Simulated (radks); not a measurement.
Spherical quantum dot in the effective-mass picture: electrons in a hard-walled sphere of radius 3.62, all in effective atomic units (hartree* = m*/eps^2 hartree, bohr* = eps/m* bohr), one dielectric constant everywhere. Calculated with a radial shooting solver with Libxc functionals: non-relativistic Kohn-Sham, exchange-only LDA, spin-polarised, spherical densities. Levels are named by radial order and angular momentum (1s, 1p, 1d, 2s, ...), and open shells are averaged over m. Results are scaled to m* = 0.031 and eps = 6.3, for which hartree* = 21.25 meV and bohr* = 10.75 nm.

N = 6, configuration 1s2 1p(up 3, down 1). This is the lowest configuration that the search found. Occupied and some empty levels:

| level | occupation | eigenvalue (meV) | <r> (nm) |
|---|---|---|---|
| 1s up | 1 | 53.529 | 22.66 |
| 1s down | 1 | 55.186 | 22.56 |
| 1p up | 3 | 59.567 | 24.85 |
| 1p down | 1 | 61.289 | 24.85 |
| 1d up | 0 | 68.563 | 26.36 |
| 1d down | 0 | 70.285 | 26.39 |
| 2s up | 0 | 78.814 | 18.40 |
| 2s down | 0 | 79.995 | 18.38 |
| 1f up | 0 | 80.086 | 27.50 |
| 1f down | 0 | 81.783 | 27.53 |

Energy (meV): total 206.296, kinetic 87.013, external 0, Hartree 153.97, exchange-correlation -34.690.
